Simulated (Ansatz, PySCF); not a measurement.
Gas-phase reaction in SMILES: [C][C][C] + 6 [H][H] (H2) -> 3 C (CH4)
Structures are relaxed separately at B3LYP-D3(BJ)/def2-TZVP in Ansatz (an electronic-structure program). Unstable Hartree-Fock reference: [C][C][C].

Wanted: energy of full hydrogenation (electronic energy difference), in kJ/mol. Valence correlation only, unless marked. No spin-orbit coupling. Non-relativistic. FCI takes restricted orbitals. CBS(X,Y): correlation extrapolated as X^-3; Hartree-Fock from the larger set.

```
level                                         program  energy of full hydrogenation (kJ/mol)
-------------------------------------  --------------  -------------------------------------
TPSS-D3(BJ)/def2-TZVPD                  PySCF + dftd3                                    ___
PBE0/6-31G*                                    Ansatz                                -1300.5
BHLYP/def2-TZVPD                               Ansatz                                -1237.4
r2SCANh-D4/def2-TZVPD                  Ansatz + dftd4                                    ___
SCS-MP2/cc-pVTZ                                Ansatz                                -1179.0
CCSD/cc-pVTZ                                   Ansatz                                    ___
CCSD/cc-pVQZ                                   Ansatz                                    ___
CCSD(T) with core electrons/cc-pwCVTZ          Ansatz                                -1178.1
FCI/STO-3G                                     Ansatz                                -1244.2
CCSD(T)/CBS(cc-pVTZ,cc-pVQZ)                   Ansatz                                -1185.5
```

What belongs in the gaps?


- TPSS-D3(BJ)/def2-TZVPD, energy of full hydrogenation (kJ/mol): -1143.0
- r2SCANh-D4/def2-TZVPD, energy of full hydrogenation (kJ/mol): -1239.2
- CCSD/cc-pVTZ, energy of full hydrogenation (kJ/mol): -1211.5
- CCSD/cc-pVQZ, energy of full hydrogenation (kJ/mol): -1215.8
